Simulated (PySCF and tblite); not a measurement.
C7H10N2, numbered as in [H]/[N:6]=[CH:5]\[C:4](=[CH:3]\[C:2]#[CH:1])[N:7]([CH3:8])[CH3:9]. The ensemble was built from 90 distance-geometry starts (ETKDG and KDG, MMFF94s, GFN2-xTB) and rests on GFN2-xTB geometries. Energies: PBE0-D3(BJ)/def2-SVP, with GFN2-xTB thermal terms (modes under about 100 cm⁻¹ blended into free rotors). Symmetry numbers and mirror images are counted. Conformers within 3 kcal/mol (GFN2-xTB free energy) were kept, 10 at most. GIAO shieldings: B97-2/6-31G*. Shifts are against NH3 (¹⁵N) at the same level. Codes: tblite and PySCF.

Torsions listed: N7–C4–C5–N6, C3–C4–N7–C8. Of a mirror pair one member is shown.

```
conformer      shape  point group  mirror pair  ΔE(DFT)  Δ(G−E) at 323.15 K  δ N7 (ppm)
        1   23°, 11°           C1          yes     0.00                0.00        56.2
        2  156°, -8°           C1          yes     0.84               -0.39        63.8
```

Energies in kcal/mol; the thermal term leaves out symmetry numbers and mirror images.

Work out the weights at 323.15 K and the ¹⁵N shift of N7 under fast exchange.

RT = 0.642 kcal/mol. Each conformer gets RT ln(σ/g), with σ the rotational symmetry number and g = 2 for a mirror pair: 1: σ = 1, g = 2, G = 0.00 + 0.00 − 0.45 = -0.45, 0.00 above the lowest, exp(−ΔG/RT) = 1.000; 2: σ = 1, g = 2, G = 0.84 − 0.39 − 0.45 = 0.01, 0.45 above the lowest, exp(−ΔG/RT) = 0.493. The sum is 1.493, so the weights are 67.0, 33.0 %. The averaged shift is 58.7 ppm. At 298.15 K it is 58.6 ppm. At 298.15 K the leading conformer alone gives 56.2 ppm and bare DFT energies give 57.7 ppm.

Rotation about the C–N or B–N bond may be slow on the NMR time scale, and the averages treat it as fast. Unscaled ¹⁵N shifts at such levels can be off by tens of ppm; differences between conformers or isomers are more reliable.


¹⁵N shifts are against a computed isolated NH3 molecule, about 20 ppm from the liquid.